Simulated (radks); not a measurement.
The numbers below are computed, except where a source is named.
The table gives one normalised radial function P(r) = r R(r) (large component) of Cs10+ in [Kr] 4d9 (r in bohr). Level of theory: Dirac Kohn-Sham, LB94 model potential, spin-unpolarised, spherical densities, finite nucleus; open shells fill j = l - 1/2 first; Fermi nuclear charge, rms radius 4.8041 fm (a radial shooting solver on a logarithmic mesh with Libxc functionals).

r	P
0.001373	0.0945
0.001802	0.1182
0.002365	0.1465
0.003079	0.1786
0.004042	0.2159
0.005305	0.2555
0.006963	0.2939
0.00914	0.3246
0.012	0.3373
0.01575	0.3178
0.02067	0.2497
0.02691	0.1236
0.03533	-0.0691
0.04637	-0.2981
0.06086	-0.4923
0.07989	-0.5395
0.1049	-0.3328
0.1376	0.1285
0.1807	0.6373
0.2352	0.8178
0.3088	0.3986
0.4053	-0.4929
0.532	-1.2592
0.6983	-1.3885
0.9166	-0.9485
1.203	-0.4115
1.579	-0.1059
2.056	-0.0152
2.699	-0.0009
3.543	0.0000
4.65	0.0000

Which n and l does it have? It may be an empty orbital.

Answer. n = 4, l = 0: the number of nodes gives n - l - 1 = 3, the rise at small r points to l (this Dirac orbital starts outside the nucleus as r^gamma with gamma = sqrt((l + 1)^2 - (Z/c)^2) = 0.92; the j = 1/2 orbital of l + 1 starts with the same power, but with a smaller coefficient, and then steepens), and the extent must fit the shell. The curve is that of 4s1/2. 4s1/2: eigenvalue -384.54 eV, 3 radial nodes at r = 0.0323, 0.129, 0.352 bohr, <r> = 0.688 bohr, 90 % of the charge inside 0.989 bohr.
